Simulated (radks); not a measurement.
Spherical quantum dot in the effective-mass picture: electrons in a parabolic well V = omega^2 r^2 / 2 with omega = 0.434, with a point charge +1 (a donor) at the centre, all in effective atomic units (hartree* = m*/eps^2 hartree, bohr* = eps/m* bohr), one dielectric constant everywhere. Calculated with a radial shooting solver with Libxc functionals: non-relativistic Kohn-Sham, LDA (Slater exchange, Perdew-Wang correlation), spin-polarised, spherical densities. Levels are named by radial order and angular momentum (1s, 1p, 1d, 2s, ...), and open shells are averaged over m. Results are scaled to m* = 0.04 and eps = 4.8, for which hartree* = 47.24 meV and bohr* = 6.35 nm.

N = 24, configuration 1s2 1p6 1d10 2s2 1f(up 4, down 0). This is the lowest configuration that the search found. Occupied and some empty levels:

| level | occupation | eigenvalue (meV) | <r> (nm) |
|---|---|---|---|
| 1s up | 1 | 304.32 | 13.72 |
| 1s down | 1 | 304.62 | 13.24 |
| 1p up | 3 | 315.31 | 22.70 |
| 1p down | 3 | 316.30 | 22.42 |
| 2s up | 1 | 319.75 | 21.15 |
| 2s down | 1 | 320.64 | 21.39 |
| 1d up | 5 | 323.75 | 25.78 |
| 1d down | 5 | 324.94 | 25.67 |
| 1f up | 4 | 333.17 | 27.95 |
| 1f down | 0 | 334.44 | 27.94 |
| 2p up | 0 | 336.42 | 23.36 |
| 2p down | 0 | 337.13 | 23.48 |
| 1g up | 0 | 343.61 | 29.73 |
| 1g down | 0 | 344.90 | 29.77 |
| 2d up | 0 | 348.98 | 26.19 |
| 2d down | 0 | 349.74 | 26.23 |

Energy (meV): total 4596.05, kinetic 403.32, external 1295.9, Hartree 3223.9, exchange-correlation -327.07.
